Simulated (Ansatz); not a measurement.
One change: `[NH2][Al]([OH])[CH]=O` becomes `[NH2][Al]([OH])[Br]`.

Ansatz, PBE0-D4/def2-TZVP geometries, multiplicity 1. Each molecule was computed in one conformer, which needn't be the lowest.

Scalar relativity is left out up to krypton.

```json
{"property": "LUMO energy (B3LYP/def2-TZVPP) / eV", "`[NH2][Al]([OH])[CH]=O`": "-1.88"}
{"property": "HOMO energy (B3LYP/def2-TZVPP) / eV", "`[NH2][Al]([OH])[CH]=O`": "-6.32"}
{"property": "LUMO energy (ωB97M-V/def2-TZVPP) / eV", "`[NH2][Al]([OH])[CH]=O`": "0.53"}
{"property": "HOMO–LUMO gap (B3LYP/def2-TZVPP) / eV", "`[NH2][Al]([OH])[CH]=O`": "4.43"}
{"property": "LUMO energy (PBE/def2-TZVPP) / eV", "`[NH2][Al]([OH])[CH]=O`": "-2.73"}
{"property": "zero-point energy (PBE0-D4/def2-TZVP) / kJ/mol", "`[NH2][Al]([OH])[CH]=O`": "150.2"}
```

What does the change do to each property? (Estimate.)

The calculation gave: 
| property | `[NH2][Al]([OH])[Br]` | shift |
| --- | --- | --- |
| LUMO energy (B3LYP/def2-TZVPP) / eV | -0.80 | 1.08 |
| HOMO energy (B3LYP/def2-TZVPP) / eV | -7.47 | -1.15 |
| LUMO energy (ωB97M-V/def2-TZVPP) / eV | 1.06 | 0.53 |
| HOMO–LUMO gap (B3LYP/def2-TZVPP) / eV | 6.67 | 2.24 |
| LUMO energy (PBE/def2-TZVPP) / eV | -1.33 | 1.40 |
| zero-point energy (PBE0-D4/def2-TZVP) / kJ/mol | 106.5 | -43.7 |

With PBE0 the HOMO falls by 1.21 eV and the LUMO rises by 1.14 eV, so the gap widens by about 2.35 eV. PBE moves the HOMO by -1.20 eV and ωB97M-V by -1.29 eV. The zero-point energy changes by -43.7 kJ/mol with -6 modes.

B3LYP here is the variant with VWN-RPA as its local correlation; programs differ in this.

Spin–orbit coupling is left out; it splits and shifts lone-pair levels of the heavy atoms by tenths of an eV.
